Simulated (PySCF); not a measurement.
# Cost of excited-state runs on `ClC(Cl)/C(Br)=C/Br`, C3H2Br2Cl2

Molfile (atoms numbered from 1):
```
C3H2Br2Cl2
     RDKit          3D

  9  8  0  0  0  0  0  0  0  0999 V2000
   -1.4072   -0.5576    1.7104 Cl  0  0  0  0  0  0  0  0  0  0  0  0
   -1.1843    0.0665    0.0633 C   0  0  0  0  0  0  0  0  0  0  0  0
   -1.7834   -1.1476   -1.1196 Cl  0  0  0  0  0  0  0  0  0  0  0  0
    0.2467    0.3623   -0.2291 C   0  0  0  0  0  0  0  0  0  0  0  0
    0.5066    1.7812   -1.4519 Br  0  0  0  0  0  0  0  0  0  0  0  0
    1.2713   -0.3308    0.2597 C   0  0  0  0  0  0  0  0  0  0  0  0
    3.0525    0.0259   -0.1655 Br  0  0  0  0  0  0  0  0  0  0  0  0
   -1.8145    0.9515   -0.0452 H   0  0  0  0  0  0  0  0  0  0  0  0
    1.1260   -1.1453    0.9527 H   0  0  0  0  0  0  0  0  0  0  0  0
  1  2  1  0
  2  3  1  0
  2  4  1  0
  4  5  1  0
  4  6  2  0
  6  7  1  0
  2  8  1  0
  6  9  1  0
M  END
```

PySCF with density fitting, on 1 thread of an Arm Neoverse N1, shared host. Command: `OMP_NUM_THREADS=1 python excited_run.py task.json out`

Problem. How long does each of these runs take, and how much memory?
- magnetisability and related constants, OPBE/pcSseg-0; guess huckel; damping 0.2
- magnetisability and related constants, PBE0/pcSseg-1; isotopologues

Solution. 
| run | level | basis functions | wall time | peak memory (GiB) |
| --- | --- | --- | --- | --- |
| magnetisability and related constants | OPBE/pcSseg-0 | 107 | 47 s | 0.69 |
| magnetisability and related constants | PBE0/pcSseg-1 | 191 | 72 s | 0.98 |

Times from a shared host are rough.
